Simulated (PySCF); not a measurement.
## Telling isomers of C4H3Cl2FO2 apart by NMR

Non-relativistic Hamiltonian, isolated molecule, rapidly exchanging positions averaged, one computed conformer. Shielding tensors at PBE0/pcSseg-1 (GIAO); structure optimised with GFN2-xTB; PySCF.

Referencing at the same level of theory: ¹H, ¹³C vs TMS. Splittings of carbon signals by F and P are missing where no couplings were computed. Where no couplings were computed, multiplicities follow the n + 1 count of equivalent neighbours, and m marks all less simple cases (inequivalent or close neighbours, rings, F or P nearby). Acid and N–H amide carbonyl carbons lie up to 10 ppm further downfield in solution (hydrogen bonding). Shifts are as computed. Against solution values, carbons near 30 ppm lie about +3 ppm off and those near 130 ppm about +5 ppm; carbons on Cl a further +6 ppm. Of 1211 compounds with measured shifts, 218 miss one by over three times the rms of a fit or turn the order of signals round; such compounds aren't used in these exercises. Carbons bonded to Cl come out too deshielded. OH and NH positions are gas-phase values without hydrogen bonding to other molecules.

(1) Tabulate the signals of `C=C(C(=O)O)C(F)(Cl)Cl`, `O=C(O)/C=C/C(F)(Cl)Cl` and their relative energies.

(2) What is the quickest way to tell C=C(C(=O)O)C(F)(Cl)Cl from O=C(O)/C=C/C(F)(Cl)Cl?

Answers

(1) 
```json
{"SMILES": "C=C(C(=O)O)C(F)(Cl)Cl", "carbon types": "3×C 1×CH2", "δC": "165.5, 146.5, 134.9, 132.5", "δH": "7.01 (m, 1H), 6.64 (m, 1H), 6.29 (br s, 1H)", "E rel. (kcal/mol)": "4.5"}
{"SMILES": "O=C(O)/C=C/C(F)(Cl)Cl", "carbon types": "2×C 2×CH", "δC": "169.5, 154.3, 133.6, 125.1", "δH": "7.24 (m, 1H), 6.45 (br s, 1H), 6.21 (m, 1H)", "E rel. (kcal/mol)": "0.0"}
```

Energies are electronic energies at PBE0/pcSseg-1 on these geometries, without zero-point or thermal terms, each for the one conformer computed, which needn't be the lowest.

(2) Both give the same number of carbon signals, but DEPT or the intensities differ. The first has a β carbon of a C=C–C=O unit (CH2) at 134.9 ppm, the second a β carbon of a C=C–C=O unit (CH) at 154.3 ppm. Their most deshielded carbons lie at 165.5 and 169.5 ppm.
